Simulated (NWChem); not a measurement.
Everything below was run with NWChem. System: CH$_{3}$FSi, charge 0, spin multiplicity 1, at a geometry optimised with B3LYP/def2-SVP. The structure started from a generated list of species. Level: TD-BHandHLYP/def2-SVPD.

Job file:

```
start mol
memory heap 200 mb stack 900 mb global 1100 mb
geometry units angstroms nocenter noautoz
  Si     0.072930    -0.682227     0.000000
  F      1.330350     0.383310     0.000000
  C     -1.351128     0.584271     0.000000
  H     -2.346716     0.111632     0.000000
  H     -1.270341     1.242067    -0.886116
  H     -1.270341     1.242067     0.886116
  symmetry group Cs
end
basis spherical
  * library def2-svpd
end
dft
  xc bhlyp
  semidirect memsize 60000000 filesize 0
  iterations 100
end
tddft
  rpa
  nroots 6
  notriplet
  thresh 1e-4
end
task tddft energy
```

NWChem printed:

```
             Northwest Computational Chemistry Package (NWChem) 7.3.0
             --------------------------------------------------------

                                NWChem Input Module
                                -------------------

 Scaling coordinates for geometry "geometry" by  1.889725989
 (inverse scale =  0.529177249)

 Turning off AUTOSYM since
 SYMMETRY directive was detected!

                             Geometry "geometry" -> ""
                             -------------------------

 Output coordinates in angstroms (scale by  1.889725989 to convert to a.u.)

  No.       Tag          Charge          X              Y              Z
 ---- ---------------- ---------- -------------- -------------- --------------
    1 Si                  14.0000     0.07293000    -0.68222700     0.00000000
    2 F                    9.0000     1.33035000     0.38331000     0.00000000
    3 C                    6.0000    -1.35112800     0.58427100     0.00000000
    4 H                    1.0000    -2.34671600     0.11163200     0.00000000
    5 H                    1.0000    -1.27034100     1.24206700    -0.88611600
    6 H                    1.0000    -1.27034100     1.24206700     0.88611600

 Effective nuclear repulsion energy (a.u.)      97.3305136870

            Nuclear Dipole moment (a.u.)
            ----------------------------
        X                 Y               Z
 ---------------- ---------------- ----------------
     0.0000075589     0.0000075589     0.0000000000

      Symmetry information
      --------------------

 Group name             Cs
 Group number              2
 Group order               2
 No. of unique centers     5

      Symmetry unique atoms

     1    2    3    4    5


 Summary of "ao basis" -> "" (spherical)
 ------------------------------------------------------------------------------
       Tag                 Description            Shells   Functions and Types
 ---------------- ------------------------------  ------  ---------------------
 *                         def2-svpd                  on all atoms

                                 NWChem DFT Module
[...]
     Transition Moments    X  0.60013   Y -1.33833   Z -0.00000
     Transition Moments   XX -0.84514  XY  0.39708  XZ  0.00000
     Transition Moments   YY  4.86238  YZ -0.00000  ZZ  0.74328
     Dipole Oscillator Strength                    0.3954799091
     Electric Quadrupole                           0.0000009865
     Magnetic Dipole                               0.0000000831
     Total Oscillator Strength                     0.3954809788

          sigma_e =   2.9278 Angstrom
          sigma_h =   1.6329 Angstrom
         |d_h->e| =   0.8174 Angstrom
            d_exc =   3.3706 Angstrom
            d_CD1 =   2.1124 Angstrom
            d_CD2 =  -1.4629 Angstrom
            d_CD3 =   4.1880 Angstrom
     Pearson C.C. =   0.0571

     Occ.   16  a'  ---  Virt.   18  a'   0.05112 X
     Occ.   16  a'  ---  Virt.   19  a'  -0.19555 X
     Occ.   16  a'  ---  Virt.   20  a'  -0.96538 X
     Occ.   16  a'  ---  Virt.   21  a'   0.10641 X
     Occ.   16  a'  ---  Virt.   23  a'   0.05269 X
  ----------------------------------------------------------------------------
  Root   5 singlet a"             0.287303914 a.u.                7.8179 eV
  ----------------------------------------------------------------------------
     Transition Moments    X -0.00000   Y  0.00000   Z -0.51426
     Transition Moments   XX  0.00000  XY  0.00000  XZ  0.09285
     Transition Moments   YY -0.00000  YZ  1.35162  ZZ -0.00000
     Dipole Oscillator Strength                    0.0506537237
     Electric Quadrupole                           0.0000002318
     Magnetic Dipole                               0.0000014927
     Total Oscillator Strength                     0.0506554482

          sigma_e =   1.6764 Angstrom
          sigma_h =   1.7000 Angstrom
         |d_h->e| =   0.7849 Angstrom
            d_exc =   2.5073 Angstrom
            d_CD1 =   0.8085 Angstrom
            d_CD2 =  -0.9033 Angstrom
            d_CD3 =   3.2921 Angstrom
     Pearson C.C. =   0.0052

     Occ.   10  a'  ---  Virt.   17  a"  -0.09837 X
     Occ.   15  a'  ---  Virt.   17  a"   0.98184 X
     Occ.   16  a'  ---  Virt.   17  a"   0.08729 X
     Occ.   16  a'  ---  Virt.   22  a"  -0.06146 X
     Occ.   16  a'  ---  Virt.   26  a"   0.05060 X
  ----------------------------------------------------------------------------
  Root   6 singlet a'             0.311984436 a.u.                8.4895 eV
  ----------------------------------------------------------------------------
     Transition Moments    X  0.04243   Y -0.08068   Z  0.00000
     Transition Moments   XX  1.91174  XY -0.87612  XZ  0.00000
     Transition Moments   YY  1.52410  YZ  0.00000  ZZ -2.14566
     Dipole Oscillator Strength                    0.0017283566
     Electric Quadrupole                           0.0000009348
     Magnetic Dipole                               0.0000002356
     Total Oscillator Strength                     0.0017295271

          sigma_e =   2.7612 Angstrom
          sigma_h =   1.6643 Angstrom
         |d_h->e| =   1.2174 Angstrom
            d_exc =   3.4056 Angstrom
            d_CD1 =   2.3142 Angstrom
            d_CD2 =  -0.9954 Angstrom
            d_CD3 =   4.6230 Angstrom
     Pearson C.C. =   0.0302

     Occ.   14  a"  ---  Virt.   17  a"   0.10832 X
     Occ.   16  a'  ---  Virt.   20  a'   0.10103 X
     Occ.   16  a'  ---  Virt.   21  a'   0.96595 X
     Occ.   16  a'  ---  Virt.   23  a'  -0.13244 X
     Occ.   16  a'  ---  Virt.   24  a'  -0.06615 X
     Occ.   16  a'  ---  Virt.   27  a'   0.05949 X
     Occ.   16  a'  ---  Virt.   41  a'  -0.05235 X

              Target root =      1
          Target symmetry = none
      Ground state energy =   -429.008800545312
        Excitation energy =      0.123242531048
     Excited state energy =   -428.885558014264

  stored tddft:energy   -428.88555801426361

 Task  times  cpu:       89.8s     wall:       89.8s

 Total times  cpu:       89.8s     wall:       89.8s
```
